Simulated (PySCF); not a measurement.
PySCF job for CF₃O₂S, SMILES O=[S](C(F)(F)F)=O, multiplicity 2, C-PCM-ωB97X/def2-SVP. Coordinates come from a PBE0-D3(BJ)/def2-SVP optimisation. The isomer is the one that the SMILES or the coordinates give; other isomers of the formula were not compared.

```python
import numpy as np
from pyscf import gto, scf, dft
from pyscf.solvent import pcm

mol = gto.M(
    atom='''
    O     1.47400724    0.19938247    1.29259131
    S     1.01535043   -0.33258796    0.00000000
    O     1.47400724    0.19938246   -1.29259131
    C    -0.86953038    0.00733560   -0.00000000
    F    -1.07562055    1.30330165   -0.00000001
    F    -1.38510863   -0.53569114   -1.07886078
    F    -1.38510864   -0.53569114    1.07886078
    ''',
    basis='def2-SVP',
    charge=0,
    spin=1,
    max_memory=1600,
    verbose=3,
)
mf = dft.UKS(mol, xc='wb97x').density_fit(auxbasis='def2-universal-jkfit')
mf.grids.level = 3
mf.conv_tol = 1e-9
mf.max_cycle = 100
mf.kernel()
fine, coarse = mf.grids, dft.Grids(mol).set(level=1).build(with_non0tab=True)
for _ in range(3):  # follow internal instabilities
    mf.grids = coarse
    mo, _, stable, _ = mf.stability(return_status=True, nroots=4)
    mf.grids = fine
    if stable:
        break
    mf.kernel(mf.make_rdm1(mo, mf.mo_occ))
res = {}
for name, eps in {'water': 78.355, 'cyclohexanone': 15.619, 'ethanol': 24.852}.items():
    s = mf.PCM()
    s.with_solvent.method, s.with_solvent.eps, s.with_solvent.lebedev_order = 'C-PCM', eps, 29
    s.kernel(mf.make_rdm1())
    res[name] = (s.e_tot, eps, s.dip_moment(), s.mo_energy, s.converged)
    print(f'{name}: electrostatic solvation free energy {(s.e_tot - mf.e_tot) * 627.509474:.3f} kcal/mol')
```

Log of the run:

```

WARN: HOMO -0.24024361952298 >= LUMO -0.24024361952298

converged SCF energy = -885.541652195198  <S^2> = 0.75840499  2S+1 = 2.0083874
<class 'pyscf.df.df_jk.DFUKS'> wavefunction is stable in the internal stability analysis

WARN: PCM is an experimental feature. It is still in testing.
Features and APIs may be changed in the future.

converged SCF energy = -885.54892402825  <S^2> = 0.75788092  2S+1 = 2.0078655
Dipole moment(X, Y, Z, Debye): -1.89361, -1.67492, -0.00000
water: electrostatic solvation free energy -4.563 kcal/mol

WARN: PCM is an experimental feature. It is still in testing.
Features and APIs may be changed in the future.

converged SCF energy = -885.548501351934  <S^2> = 0.75791198  2S+1 = 2.0078964
Dipole moment(X, Y, Z, Debye): -1.87399, -1.65433, -0.00000
cyclohexanone: electrostatic solvation free energy -4.298 kcal/mol

WARN: PCM is an experimental feature. It is still in testing.
Features and APIs may be changed in the future.

converged SCF energy = -885.548696765974  <S^2> = 0.75789763  2S+1 = 2.0078821
Dipole moment(X, Y, Z, Debye): -1.88305, -1.66383, -0.00000
ethanol: electrostatic solvation free energy -4.421 kcal/mol
```

The run converged.

Cost: roughly 110 core-seconds.
